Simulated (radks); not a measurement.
Spin polarisation of the 3p4 shell in neutral sulfur. Start: [Ne] 3s2 3p(up 2, down 2); electrons of 3p are moved from spin down to spin up, other shells keep equal spins. Calculated with a radial shooting solver on a logarithmic mesh with Libxc functionals: scalar-relativistic Kohn-Sham, SCAN, spin-polarised, spherical densities, finite nucleus; meta-GGA in the generalised Kohn-Sham scheme; Fermi nuclear charge, rms radius of each element as measured or else 0.836 A^(1/3) + 0.57 fm.

moment (Bohr magnetons)  E - E(0) (eV)  e(3p up) (eV)  e(3p down) (eV)  3s down minus up (eV)  2p down minus up (eV)
0                                0.000         -7.226           -7.226                  0.000                 0.000
0.5                             -0.053         -7.493           -6.932                  0.636                  0.103
1                               -0.267         -7.733           -6.611                  1.255                  0.212
1.5                             -0.609         -7.947           -6.259                  1.878                  0.325
2                               -1.088         -8.136           -5.873                  2.499                  0.430

At moment 2 the spin-polarisation energy is -1.088 eV and the 3p exchange splitting 2.263 eV, that is 1.132 eV per Bohr magneton; E = -I m^2/4 would give I = 1.088 eV.
